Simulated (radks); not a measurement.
Numerical settings for the europium ion Eu+, [Xe] 4f7 6s1. Method: Dirac Kohn-Sham, PBE, spin-unpolarised, spherical densities, finite nucleus; open shells are shared between the two j in proportion to 2j + 1; Fermi nuclear charge, rms radius 5.1115 fm; computed with a radial shooting solver on a logarithmic mesh with Libxc functionals. The defaults (mesh step 0.008 in ln r, mesh end at 40 bohr or more with all orbitals vanishing there, Anderson mixing 0.5 over 9 steps, residual threshold near 1e-9 with the energy settled to 1e-9 hartree or 1e-11 of itself, here a cap of 76 iterations) give E = -10851.1677 hartree and 6s1/2 at -8.524 eV in 17 iterations. Run on one thread of a shared host, so times are rough (Intel(R) Xeon(R) 6975P-C): 0.14 s of CPU time, 0.14 s wall, 17 iterations on 2360 mesh points. One setting is changed at a time: mesh step in ln r 0.12; mesh step in ln r 0.05; mesh step in ln r 0.02; mesh end (bohr) 3; mesh end (bohr) 12; residual threshold 0.1; residual threshold 1e-16; mixing 1; linear mixing, mixing 0.05; linear mixing, mixing 1; mixing history 3; iteration cap 5. Which runs fail to converge, and which converge to a wrong energy?

Answer. Not converged within the cap: mesh step in ln r 0.12; residual threshold 1e-16; linear mixing, mixing 0.05; linear mixing, mixing 1; iteration cap 5. Settled on a wrong energy, with an occupied level pushed above zero by the early mesh end: mesh end (bohr) 3 (+2.13 hartree). Apart from these: no run marked as converged misses the energy by more than 1 mhartree.
